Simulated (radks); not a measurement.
Excited configurations of neutral cadmium: one electron is placed in a higher orbital outside [Kr] 4d10 5s1. The ground configuration is [Kr] 4d10 5s2. Method: scalar-relativistic Kohn-Sham, LDA (Slater exchange, Perdew-Wang correlation), spin-polarised, spherical densities, point nucleus; open shells are filled with parallel spins first (spin-orbit coupling, left out, can overturn this in heavy ions); computed with a radial shooting solver on a logarithmic mesh with Libxc functionals. Excitation = E - E(ground); binding = E(ion) - E, where the ion is the core of charge +1; n* = 1/sqrt(2 binding) in atomic units, and the quantum defect is n - n*.

outer orbital	excitation (eV)	binding (eV)	n*	quantum defect	eigenvalue (eV)	<r> (bohr)
5p	4.250	5.168	1.623	3.377	-2.573	3.946
6p	7.467	1.951	2.641	3.359	-1.142	10.35
6d	8.357	1.062	3.580	2.420	-0.607	18.06
7s	8.009	1.409	3.108	3.892	-0.891	15.66
7f	9.071	0.347	6.261	0.739	-0.232	61.27

The Delta-SCF ionisation energy is 9.418 eV (NIST Atomic Spectra Database: 8.994 eV, measured). Self-interaction in the functional shifts the binding energies and quantum defects, so they are the method's values and not measured ones.
